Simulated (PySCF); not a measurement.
C3H7NSi, SMILES [SiH3]NC=C=C. Atoms are numbered in the order given.

```xyz
12

C     -0.7707     2.4414     0.0000
C      0.1758     1.5343     0.0000
C      1.1319     0.6243     0.0000
N      0.9493    -0.7626     0.0000
Si    -0.5989    -1.5786     0.0000
H     -1.1904     2.8439    -0.9323
H     -1.1904     2.8439     0.9323
H      2.1768     0.9589     0.0000
H      1.8042    -1.3046     0.0000
H     -1.4049    -1.2353     1.2069
H     -0.2729    -3.0322     0.0000
H     -1.4049    -1.2353    -1.2069
```

Geometry optimised at B3LYP-D3(BJ)/def2-SVP. This is a generated structure with no PubChem entry under its InChIKey; it may be hypothetical. The values are those of a single conformer.

Level of theory: PySCF 2.14.0 with TDA-PBE/def2-SVPD.

Vertical excitations.  State labels are in the subgroup Cs.

### Question
Give excitation energies, oscillator strengths and character. (Estimate from the structure and the level; the computed values follow.)

### Answer

| state | symmetry | energy (eV) | λ (nm) | f | main pairs |
|---|---|---|---|---|---|
| S1 | A" | 3.78 | 328 | 0.000 | HOMO→LUMO 100 % |
| S2 | A" | 4.83 | 257 | 0.000 | HOMO→LUMO+2 100 % |
| S3 | A" | 5.20 | 238 | 0.002 | HOMO→LUMO+3 99 % |
| S4 | A" | 5.43 | 228 | 0.000 | HOMO→LUMO+4 99 % |
| S5 | A' | 5.67 | 218 | 0.152 | HOMO→LUMO+1 59 %, HOMO→LUMO+7 23 % |
| S6 | A" | 5.69 | 218 | 0.000 | HOMO→LUMO+5 100 % |
| S7 | A" | 5.91 | 210 | 0.000 | HOMO→LUMO+6 100 % |
| S8 | A' | 6.15 | 202 | 0.103 | HOMO→LUMO+7 38 %, HOMO−1→LUMO 37 %, HOMO−1→LUMO+2 21 % |
| S9 | A" | 6.44 | 192 | 0.000 | HOMO−1→LUMO+1 86 %, HOMO−2→LUMO 13 % |
| S10 | A" | 6.54 | 190 | 0.000 | HOMO−2→LUMO 83 %, HOMO−1→LUMO+1 13 % |
| T1 | A" | 3.47 | 357 | 0 | HOMO→LUMO 99 % |
| T2 | A' | 4.02 | 309 | 0 | HOMO→LUMO+1 94 % |
| T3 | A' | 4.50 | 276 | 0 | HOMO−1→LUMO 90 % |
| T4 | A" | 4.67 | 265 | 0 | HOMO→LUMO+2 98 % |
Triplets are in the Tamm–Dancoff approximation.
